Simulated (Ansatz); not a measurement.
Input file for Ansatz (a quantum-chemistry and plane-wave program): U-wB97M-V/def2-TZVPP on CH3Si (SMILES C[Si]), 2S+1 = 2, atoms moved off the minimum.

Ansatz 0.2 input:
```yaml
crystal:
  periodic: [false, false, false]
  atoms:
    - {symbol: C, position_ang: [-1.18847981, 0.05353751, -0.00310876]}
    - {symbol: Si, position_ang: [0.78037760, 0.02755975, -0.10456772]}
    - {symbol: H, position_ang: [-1.46973274, -0.57362352, -0.79188243]}
    - {symbol: H, position_ang: [-1.63150121, 1.11021218, -0.11229052]}
    - {symbol: H, position_ang: [-1.61634476, -0.47175056, 0.92816057]}
basis:
  gaussian:
    orbitals: def2-TZVPP
hamiltonian:
  xc: {name: wB97M-V}
magnetization: {spin_polarized: true, initial_magnetization: 1}
output: {forces: true}
```

The head of its log:

```
WARN ansatz: RAYON_NUM_THREADS=1 ignored (pool sized by the plan → 1); use --threads N
Functional definition: wB97M-V
integrals: 0.04 GiB planned
648 factors; their error is unknown
integrals: 0.07 GiB planned
154 factors; integrals over basis functions are off by at most 6.1e-5 eV
mean field: 0.53 GiB planned
mean field evaluation 1: about -8956.5975 eV, gradient 2.7e1 eV
mean field evaluation 2: about -8957.4494 eV, gradient 2.3e1 eV
```

**Question.** Give the final energy of this run.

**Answer.** -329.2795 hartree.
